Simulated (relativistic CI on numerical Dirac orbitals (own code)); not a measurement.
Slater and spin-orbit integrals, Nb XXIII

Method of calculation: Dirac-Coulomb-Breit CI, KLI orbitals optimised for each configuration, model QED (radiative potential, 1s self-energy scaled to tabulated hydrogen-like ionisation energies), unscaled Slater integrals (own radial code, finite nucleus).

Slater integrals F^k, G^k are unscaled and averaged over j, outside the closed core [Ne]; ζ comes from projecting the Hamiltonian with its Breit term on Σ l·s of the shell.

- 3s²3p⁶3d: ζ(3d) = 12918 cm⁻¹; <r>(3d) = 0.3564, <r^2>(3d) = 0.1478 (bohr units).
- 3s²3p⁵3d²: ζ(3p) = 106150, F^2(3d,3d) = 284260, F^4(3d,3d) = 183130, F^2(3p,3d) = 252230, G^1(3p,3d) = 276760, G^3(3p,3d) = 182670, ζ(3d) = 12687 cm⁻¹; <r>(3p) = 0.3949, <r^2>(3p) = 0.1799, <r>(3d) = 0.3573, <r^2>(3d) = 0.1486 (bohr units).
- 3s3p⁶3d²: F^2(3d,3d) = 283880, F^4(3d,3d) = 182880, G^2(3s,3d) = 208750, ζ(3d) = 12818 cm⁻¹; <r>(3s) = 0.4031, <r^2>(3s) = 0.185, <r>(3d) = 0.3577, <r^2>(3d) = 0.1489 (bohr units).

Question: Give the Racah parameters of the d shell in 3s²3p⁵3d².

Answer: B = F²/49 − 5F⁴/441 = 3725 cm⁻¹ and C = 35F⁴/441 = 14534 cm⁻¹.

Averages of the first 10 configurations, taken without configuration mixing, which lowers the lowest level and can move excited configurations by several eV; other configurations of the list can lie among them:

```json
{"Configuration": "3s²3p⁶3d", "Parity": "even", "States": "10", "Average energy above the lowest level (eV)": "2.9"}
{"Configuration": "3s²3p⁵3d²", "Parity": "odd", "States": "270", "Average energy above the lowest level (eV)": "133.8"}
{"Configuration": "3s3p⁶3d²", "Parity": "even", "States": "90", "Average energy above the lowest level (eV)": "237.5"}
{"Configuration": "3s²3p⁶4s", "Parity": "even", "States": "2", "Average energy above the lowest level (eV)": "402.8"}
{"Configuration": "3s²3p⁶4p", "Parity": "odd", "States": "6", "Average energy above the lowest level (eV)": "438.8"}
{"Configuration": "3s²3p⁶4d", "Parity": "even", "States": "10", "Average energy above the lowest level (eV)": "489.8"}
{"Configuration": "3s²3p⁶4f", "Parity": "odd", "States": "14", "Average energy above the lowest level (eV)": "532.9"}
{"Configuration": "3s²3p⁵3d4s", "Parity": "odd", "States": "120", "Average energy above the lowest level (eV)": "529.0"}
{"Configuration": "3s²3p⁵3d4p", "Parity": "even", "States": "360", "Average energy above the lowest level (eV)": "565.2"}
{"Configuration": "3p⁶3d³", "Parity": "even", "States": "120", "Average energy above the lowest level (eV)": "477.5"}
```
